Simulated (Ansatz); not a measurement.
Cost and result for the atomization energy of `[Cl][Ge]([Cl])([Cl])[I]` (5 atoms, 4 bonds).

Charge 0, multiplicity 1. Correlated methods include outer-core shells of Ge, I, which these sets cover unevenly. Scalar relativity is left out up to krypton. I takes the def2 core potential. All single points use the PBE0-D4/def2-TZVP geometry. Program: Ansatz. All runs use 4 threads of an Arm Neoverse V1 on a shared host. Times are those of one run each, without the atoms' runs, and a repeat can differ threefold. Electronic energies, without spin–orbit coupling; frozen cores. CCSD(T)/CBS adds CCSD(T) − MP2 in def2-TZVPP to the MP2 limit, and its time is that of the two runs behind it. T1 = 0.009. With those shells the extrapolation isn't a true limit. HSE06 is the plane-wave form, built on full-range PBE exchange.

CCSD(T)/CBS is a level of theory with its own doubt, some kJ/mol a heavy atom from the limit and from the frozen cores, so smaller differences don't rank the functionals.

| level | functions | wall time |
| --- | --- | --- |
| revPBE-D4/def2-TZVPP | 224 | 2.3 s |
| BLYP-D4/def2-TZVPP | 224 | 2.3 s |
| PBE-D4/def2-TZVPP (with forces) | 224 | 2.6 s |
| PBE0-D4/def2-TZVPP | 224 | 4.4 s |
| HSE06-D4/def2-TZVPP | 224 | 4.9 s |
| r2SCAN-D4/def2-TZVPP (with forces) | 224 | 6 s |
| RPA@PBE/def2-TZVPP | 224 | 6 s |
| B2PLYP/def2-TZVPP | 224 | 8 s |
| CCSD(T)/def2-SVP | 112 | 8.5 s |
| B97M-V/def2-TZVPP | 224 | 9 s |
| MP2/def2-QZVPP | 381 | 19 s |
| CCSD(T)/def2-TZVPP | 224 | 3.9 min |
| CCSD(T)/CBS(def2) | – | 4.2 min |

What atomization energy does each give, and how far from CCSD(T)/CBS? (Estimate.)

The calculation gave: 
| level | atomization (kcal/mol) | difference from CCSD(T)/CBS | per bond |
| --- | --- | --- | --- |
| revPBE-D4/def2-TZVPP | 308.5 | -4.7 | -1.2 |
| BLYP-D4/def2-TZVPP | 299.6 | -13.6 | -3.4 |
| PBE-D4/def2-TZVPP (with forces) | 320.2 | 7.0 | 1.8 |
| PBE0-D4/def2-TZVPP | 314.1 | 0.9 | 0.2 |
| HSE06-D4/def2-TZVPP | 314.4 | 1.2 | 0.3 |
| r2SCAN-D4/def2-TZVPP (with forces) | 316.6 | 3.4 | 0.9 |
| RPA@PBE/def2-TZVPP | 267.1 | -46.1 | -11.5 |
| B2PLYP/def2-TZVPP | 299.5 | -13.7 | -3.4 |
| CCSD(T)/def2-SVP | 275.3 | -37.9 | -9.5 |
| B97M-V/def2-TZVPP | 318.7 | 5.5 | 1.4 |
| MP2/def2-QZVPP | 328.2 | 15.0 | 3.8 |
| CCSD(T)/def2-TZVPP | 300.8 | -12.4 | -3.1 |
| CCSD(T)/CBS(def2) | 313.2 | 0.0 | 0.0 |

From PBE to PBE0 (25 % exact exchange), in def2-TZVPP and without D4, the atomization energy moves by −5.3 kcal/mol: exact exchange takes away binding that semilocal exchange gives to molecules. In def2-TZVPP, CCSD(T) changes the Hartree–Fock value by +89.2 kcal/mol (the triples alone add +10.9 kcal/mol) and MP2 by +109.6 kcal/mol; breaking electron pairs costs correlation energy, which Hartree–Fock lacks. At CCSD(T), def2-SVP lies −37.9 kcal/mol from the extrapolated value and def2-TZVPP −12.4 kcal/mol: correlation converges slowly with the basis, and small sets miss more of it in the bonded molecule than in its fragments.

Spin–orbit coupling would lower the free I atoms strongly, and the atomization energy with them, by more than many differences here. For some Ge, Se and Sn compounds the MP2-based and the directly extrapolated limit differ by 10 to 25 kJ/mol.
